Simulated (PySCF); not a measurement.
# pyruvic aldehyde dimethyl acetal (O=C(C(OC)OC)C, C5H10O3)

Molfile (atoms numbered from 1):
```
C5H10O3
     RDKit          3D

 18 17  0  0  0  0  0  0  0  0999 V2000
   -1.7206    1.6731   -0.2110 C   0  0  0  0  0  0  0  0  0  0  0  0
   -0.3547    1.3623   -0.3149 O   0  0  0  0  0  0  0  0  0  0  0  0
   -0.0939    0.0899   -0.7555 C   0  0  0  0  0  0  0  0  0  0  0  0
   -0.5373   -0.8374    0.2015 O   0  0  0  0  0  0  0  0  0  0  0  0
   -0.7885   -2.1237   -0.2972 C   0  0  0  0  0  0  0  0  0  0  0  0
    1.4172   -0.0990   -0.9101 C   0  0  0  0  0  0  0  0  0  0  0  0
    2.2865    0.6273    0.0701 C   0  0  0  0  0  0  0  0  0  0  0  0
    1.8306   -0.8731   -1.7404 O   0  0  0  0  0  0  0  0  0  0  0  0
   -2.2261    1.5850   -1.1914 H   0  0  0  0  0  0  0  0  0  0  0  0
   -1.7943    2.7129    0.1329 H   0  0  0  0  0  0  0  0  0  0  0  0
   -2.2292    1.0140    0.5103 H   0  0  0  0  0  0  0  0  0  0  0  0
   -0.5797   -0.1237   -1.7350 H   0  0  0  0  0  0  0  0  0  0  0  0
    0.1139   -2.5849   -0.7350 H   0  0  0  0  0  0  0  0  0  0  0  0
   -1.1312   -2.7386    0.5457 H   0  0  0  0  0  0  0  0  0  0  0  0
   -1.5775   -2.1090   -1.0734 H   0  0  0  0  0  0  0  0  0  0  0  0
    1.9357    0.4163    1.0918 H   0  0  0  0  0  0  0  0  0  0  0  0
    2.1815    1.7124   -0.0776 H   0  0  0  0  0  0  0  0  0  0  0  0
    3.3307    0.3166   -0.0554 H   0  0  0  0  0  0  0  0  0  0  0  0
  1  2  1  0
  2  3  1  0
  3  4  1  0
  4  5  1  0
  3  6  1  0
  6  7  1  0
  6  8  2  0
  1  9  1  0
  1 10  1  0
  1 11  1  0
  3 12  1  0
  5 13  1  0
  5 14  1  0
  5 15  1  0
  7 16  1  0
  7 17  1  0
  7 18  1  0
M  END
```

Method used: quadratic response CAM-B3LYP/aug-cc-pVDZ first hyperpolarisability, Taylor convention, gas phase (PySCF 2.14.0). Geometry: PBE0-D3(BJ)/def2-SVP.

(1) Give the tensor of the second harmonic β(−2ω;ω,ω) at 1064 nm in the axes of these coordinates.

Results:

(1) In au, Taylor convention; rows are the first index (the induced dipole):
```
      xx     yy     zz     xy     xz     yz
x  -26.5  +11.2  +53.1   -8.7  +43.4   +5.5
y   -9.4  +24.3   +9.6  +11.3   +5.9  +11.8
z  +43.7  +12.0  +43.2   +5.8  +53.5   +9.5
```
Norm of βᵢ = ⅓ Σⱼ (βᵢⱼⱼ + βⱼᵢⱼ + βⱼⱼᵢ): 108.6 au, hyper-Rayleigh value 52.0 au.
